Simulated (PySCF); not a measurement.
A GIAO shielding run with PySCF 2.14.0 with density-fitted response routines (density fitting, non-relativistic, gas phase) on SMILES C1[C@@H](CC=C)[C@@H]1/C=C/CF, C₉H₁₃F:

```
$ OMP_NUM_THREADS=1 python probes_run.py task.json out

{"job": {"kind": "nmr", "xc": "PBE0", "basis": "pcSseg-1"}, "charge": 0, "multiplicity": 1}
C     -2.353974     1.063831     0.690919
C     -2.844858    -0.149342     0.523548
C     -2.141852    -1.303703    -0.128505
C     -0.852136    -0.933179    -0.817609
C      0.235212    -1.943695    -0.976451
C      0.417623    -0.801255    -0.006595
C      1.374142     0.264950    -0.316424
C      2.074272     0.927611     0.594987
C      3.042811     2.017316     0.274806
F      4.290837     1.724883     0.788933
H     -1.366983     1.337899     0.360136
H     -2.924607     1.837935     1.175118
H     -3.839403    -0.383586     0.883539
H     -2.822884    -1.756807    -0.857699
H     -1.945020    -2.064146     0.634575
H     -0.983117    -0.224697    -1.627206
H      0.088653    -2.929928    -0.563184
H      0.822170    -1.933727    -1.882252
H      0.341813    -1.039537     1.047175
H      1.480944     0.513900    -1.365419
H      1.985622     0.685387     1.644928
H      3.171217     2.149578    -0.804060
H      2.744765     2.967298     0.736820
```

Hardware: 1 thread of an Arm Neoverse N1, shared host. The job also computes population analyses, field gradients, ring-centre shieldings.

(1) How large is the calculation?

(2) How long does it take, and how much memory does it need?

## Answers

(1) 76 electrons, 235 basis functions and 1210 auxiliary functions.

(2) 99 s of wall time, with 14 SCF cycles and 5 response iterations; peak memory 1.1 GiB. Times on a shared host scatter by some tens of per cent.
